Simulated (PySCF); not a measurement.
Radial density of Ta⁺ (tantalum, charge +1)

UHF, [Xe] 4f14 5d2 6s2, high-spin 3F determinant (an excited configuration). Calculation: PySCF 2.14, in aug-cc-pVDZ-PP with ECP60MDF; a scalar-relativistic core potential. This is the valence pseudo-density: the core potential removes the inner electrons and smooths the orbitals near the nucleus.

```json
{"r (bohr)": "0.139", "4πr²ρ (e/bohr)": "2.713e-05", "4πr²(ρα − ρβ)": "0.0000"}
{"r (bohr)": "0.234", "4πr²ρ (e/bohr)": "0.0001706", "4πr²(ρα − ρβ)": "0.0000"}
{"r (bohr)": "0.394", "4πr²ρ (e/bohr)": "0.02982", "4πr²(ρα − ρβ)": "0.0013"}
{"r (bohr)": "0.663", "4πr²ρ (e/bohr)": "2.618", "4πr²(ρα − ρβ)": "0.0663"}
{"r (bohr)": "1.12", "4πr²ρ (e/bohr)": "9.679", "4πr²(ρα − ρβ)": "0.8126"}
{"r (bohr)": "1.88", "4πr²ρ (e/bohr)": "3.509", "4πr²(ρα − ρβ)": "1.1229"}
{"r (bohr)": "3.16", "4πr²ρ (e/bohr)": "1.029", "4πr²(ρα − ρβ)": "0.2557"}
{"r (bohr)": "5.31", "4πr²ρ (e/bohr)": "0.1221", "4πr²(ρα − ρβ)": "-0.0065"}
{"r (bohr)": "8.93", "4πr²ρ (e/bohr)": "0.0005768", "4πr²(ρα − ρβ)": "-0.0002"}
{"r (bohr)": "15.0", "4πr²ρ (e/bohr)": "2.419e-05", "4πr²(ρα − ρβ)": "0.0000"}
```

Energies and moments cover only the electrons outside the core potential. Spin-orbit coupling, absent here, splits the open shell strongly.

Q: Where is the radial spin density 4πr²(ρα − ρβ) most negative, and why is it negative at all?

A: Around r = 5.31 bohr, down to -0.0065 e/bohr: exchange with the open shell polarises the paired shells in an unrestricted calculation.
